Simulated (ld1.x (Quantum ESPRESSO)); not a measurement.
## An all-electron radial function and its pseudo partner (krypton)

Columns: radius, all-electron u(r) and pseudo u(r) of the 3d shell (level -81.40 eV) of krypton in the configuration [Ne] 3s2 3p6 3d10 4s2 4p6; PBEsol, scalar-relativistic, PAW scheme, ld1.x (Quantum ESPRESSO) 7.5.

| r (bohr) | all-electron | pseudo |
| --- | --- | --- |
| 0.078 | 0.1620 | 0.0028 |
| 0.155 | 0.5911 | 0.0208 |
| 0.232 | 0.9915 | 0.0653 |
| 0.310 | 1.2403 | 0.1415 |
| 0.388 | 1.3342 | 0.2448 |
| 0.465 | 1.3179 | 0.3618 |
| 0.542 | 1.2369 | 0.4775 |
| 0.620 | 1.1213 | 0.5760 |
| 0.698 | 0.9933 | 0.6415 |
| 0.775 | 0.8671 | 0.6658 |
| 0.852 | 0.7481 | 0.6503 |
| 0.930 | 0.6386 | 0.6016 |
| 1.008 | 0.5415 | 0.5321 |
| 1.085 | 0.4579 | 0.4569 |
| 1.162 | 0.3857 | 0.3857 |
| 1.240 | 0.3231 | 0.3231 |
| 1.318 | 0.2700 | 0.2700 |
| 1.395 | 0.2256 | 0.2256 |
| 1.472 | 0.1881 | 0.1881 |
| 1.550 | 0.1563 | 0.1563 |
| 1.628 | 0.1297 | 0.1297 |
| 1.705 | 0.1077 | 0.1077 |
| 1.782 | 0.0894 | 0.0894 |
| 1.860 | 0.0740 | 0.0740 |
| 1.938 | 0.0612 | 0.0612 |
| 2.015 | 0.0507 | 0.0507 |

(1) How many radial nodes do the two functions have?

(2) At about which radius was the pseudo-wave matched?

(3) Is the pseudo-wave norm-conserving?

## Answers

(1) The all-electron 3d function has n − l − 1 = 0; the pseudo-wave has 0.

(2) 1.20 bohr, where the columns begin to agree (steps of 0.08 bohr).

(3) No, it belongs to a PAW set: the norm inside the radius is not constrained, and the difference is carried by the augmentation charge.
